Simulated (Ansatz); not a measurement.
A run for Ansatz (a quantum-chemistry and plane-wave program): U-BHLYP/def2-TZVPP on FHSi (SMILES F[SiH]), 2S+1 = 1, a spin state set in the input, which need not be the lowest, at the other state's geometry.

Ansatz 0.2 input:
```yaml
crystal:
  periodic: [false, false, false]
  atoms:
    - {symbol: F, position_ang: [0.92611980, -0.46262382, 0.00000000]}
    - {symbol: Si, position_ang: [-0.47570531, 0.33697434, 0.00000000]}
    - {symbol: H, position_ang: [-1.67520376, -0.55402639, 0.00000000]}
basis:
  gaussian:
    orbitals: def2-TZVPP
hamiltonian:
  xc: {name: BHLYP}
magnetization: {spin_polarized: true, initial_magnetization: 0}
```

What total energy does the run end on?

-389.9421 hartree.
